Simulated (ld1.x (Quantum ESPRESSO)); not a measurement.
**Cu TM semilocal: all-electron and pseudo phase curves**

Cu, norm-conserving Troullier–Martins (semilocal form), made with ld1.x (Quantum ESPRESSO) 7.5 (LDA (PZ), scalar-relativistic). Core [Ne], reference 3s2 3p6 3d10 4s1 4p0. Waves: 3s (bound): rc 0.94 bohr; 3d (bound): rc 0.85 bohr; 3p (bound): rc 0.90 bohr. Local part: the p channel. Core correction: a·sin(br)/r model core inside 0.60 bohr.

Occupied shells without a wave of their own: 4s. They enter only through the test configuration that unscreens the potential, and ld1.x also counts them in the model core charge.

The phase is arctan(r·u′/u) with u = r·R(r), unwrapped; energies in Ry, scanned from -10 to 5 Ry. A pole is an energy at which the radial function vanishes at the test radius. The pseudo phase is shifted by a multiple of π to meet the all-electron one at the reference energy, and phase errors are pseudo minus all-electron; the curves can meet again beyond the range given. Levels narrower than the energy grid can be missing from the lists of poles.

```json
{"channel": "s", "radius (bohr)": "1.05", "reference energy (Ry)": "-8.39", "poles, all-electron": "-4.97", "poles, pseudo": "-5.06", "unbroken range about the reference energy with phases within 0.05 rad": "below 3.4", "phase error 1 Ry above the reference energy (rad)": "-0.001"}
{"channel": "p", "radius (bohr)": "1.05", "reference energy (Ry)": "-5.29", "poles, all-electron": "-1.57", "poles, pseudo": "-1.60", "unbroken range about the reference energy with phases within 0.05 rad": "the whole range", "phase error 1 Ry above the reference energy (rad)": "-0.000"}
{"channel": "d", "radius (bohr)": "1.05", "reference energy (Ry)": "-0.39", "poles, all-electron": "3.39", "poles, pseudo": "3.46", "unbroken range about the reference energy with phases within 0.05 rad": "the whole range", "phase error 1 Ry above the reference energy (rad)": "+0.001"}
```

ld1.x takes every shell without a wave as core, so the model core holds the 4s electrons as well and exchange and correlation see them twice. This cancels in the reference configuration, but the file is broken for other ones, and its errors say nothing about a proper core correction.

Phases in the d channel:

| E (Ry) | all-electron | pseudo |
| --- | --- | --- |
| -10.00 | 1.257 | 1.258 |
| -9.76 | 1.252 | 1.253 |
| -9.52 | 1.247 | 1.248 |
| -9.28 | 1.242 | 1.243 |
| -9.04 | 1.237 | 1.238 |
| -8.80 | 1.231 | 1.233 |
| -8.56 | 1.226 | 1.227 |
| -8.32 | 1.219 | 1.221 |
| -8.08 | 1.213 | 1.214 |
| -7.84 | 1.206 | 1.207 |
| -7.60 | 1.198 | 1.200 |
| -7.36 | 1.191 | 1.192 |
| -7.12 | 1.182 | 1.184 |
| -6.88 | 1.173 | 1.175 |
| -6.64 | 1.164 | 1.165 |
| -6.40 | 1.153 | 1.155 |
| -6.16 | 1.142 | 1.144 |
| -5.92 | 1.130 | 1.132 |
| -5.68 | 1.117 | 1.119 |
| -5.44 | 1.103 | 1.105 |
| -5.20 | 1.087 | 1.089 |
| -4.96 | 1.070 | 1.072 |
| -4.72 | 1.050 | 1.053 |
| -4.48 | 1.029 | 1.031 |
| -4.24 | 1.005 | 1.007 |
| -4.00 | 0.978 | 0.980 |
| -3.76 | 0.946 | 0.949 |
| -3.52 | 0.911 | 0.913 |
| -3.28 | 0.869 | 0.872 |
| -3.04 | 0.821 | 0.824 |
| -2.80 | 0.763 | 0.766 |
| -2.56 | 0.695 | 0.698 |
| -2.32 | 0.613 | 0.615 |
| -2.08 | 0.513 | 0.516 |
| -1.84 | 0.392 | 0.395 |
| -1.60 | 0.247 | 0.250 |
| -1.36 | 0.079 | 0.080 |
| -1.12 | -0.109 | -0.108 |
| -0.88 | -0.306 | -0.306 |
| -0.64 | -0.497 | -0.497 |
| -0.40 | -0.671 | -0.671 |
| -0.16 | -0.821 | -0.821 |
| 0.08 | -0.948 | -0.947 |
| 0.32 | -1.052 | -1.051 |
| 0.56 | -1.138 | -1.137 |
| 0.80 | -1.210 | -1.209 |
| 1.04 | -1.270 | -1.269 |
| 1.28 | -1.322 | -1.319 |
| 1.52 | -1.365 | -1.363 |
| 1.76 | -1.403 | -1.401 |
| 2.00 | -1.437 | -1.433 |
| 2.24 | -1.466 | -1.462 |
| 2.48 | -1.492 | -1.488 |
| 2.72 | -1.516 | -1.511 |
| 2.96 | -1.537 | -1.532 |
| 3.20 | -1.557 | -1.552 |
| 3.44 | -1.575 | -1.569 |
| 3.68 | -1.591 | -1.585 |
| 3.92 | -1.607 | -1.601 |
| 4.16 | -1.621 | -1.615 |
| 4.40 | -1.635 | -1.628 |
| 4.64 | -1.648 | -1.641 |
| 4.88 | -1.661 | -1.653 |
